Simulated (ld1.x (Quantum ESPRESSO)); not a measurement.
## u(r) = r·R(r): atom against pseudo-atom (sulfur (S))

Columns: radius, all-electron u(r) and pseudo u(r) of the 3p shell (level -16.76 eV) of sulfur in the configuration [Ne] 3s2 3p3; PBEsol, scalar-relativistic, ultrasoft scheme, ld1.x (Quantum ESPRESSO) 7.5.

| r (bohr) | all-electron | pseudo |
| --- | --- | --- |
| 0.095 | 0.1651 | -0.0100 |
| 0.190 | 0.3248 | -0.0394 |
| 0.285 | 0.3561 | -0.0864 |
| 0.380 | 0.2869 | -0.1483 |
| 0.475 | 0.1612 | -0.2215 |
| 0.570 | 0.0122 | -0.3018 |
| 0.665 | -0.1388 | -0.3850 |
| 0.760 | -0.2794 | -0.4668 |
| 0.855 | -0.4034 | -0.5436 |
| 0.950 | -0.5085 | -0.6121 |
| 1.045 | -0.5942 | -0.6700 |
| 1.140 | -0.6612 | -0.7160 |
| 1.235 | -0.7106 | -0.7495 |
| 1.330 | -0.7443 | -0.7711 |
| 1.425 | -0.7643 | -0.7816 |
| 1.520 | -0.7725 | -0.7827 |
| 1.615 | -0.7710 | -0.7761 |
| 1.710 | -0.7614 | -0.7633 |
| 1.805 | -0.7454 | -0.7458 |
| 1.900 | -0.7243 | -0.7243 |
| 1.995 | -0.6994 | -0.6994 |
| 2.090 | -0.6715 | -0.6715 |
| 2.185 | -0.6417 | -0.6417 |
| 2.280 | -0.6107 | -0.6107 |
| 2.375 | -0.5790 | -0.5790 |
| 2.470 | -0.5471 | -0.5471 |

(1) How many radial nodes do the two functions have?

(2) At about which radius was the pseudo-wave matched?

(3) Where does each function peak?

(4) Is the pseudo-wave norm-conserving?

## Answers

(1) The all-electron 3p function has n − l − 1 = 1; the pseudo-wave has 0, since the states of the same l below it are removed with the core.

(2) 1.90 bohr, where the columns begin to agree (steps of 0.10 bohr).

(3) Outermost all-electron maximum near 1.52 bohr, pseudo maximum near 1.52 bohr (to the table’s step).

(4) No, it belongs to an ultrasoft set: the norm inside the radius is not constrained, and the difference is carried by the augmentation charge.
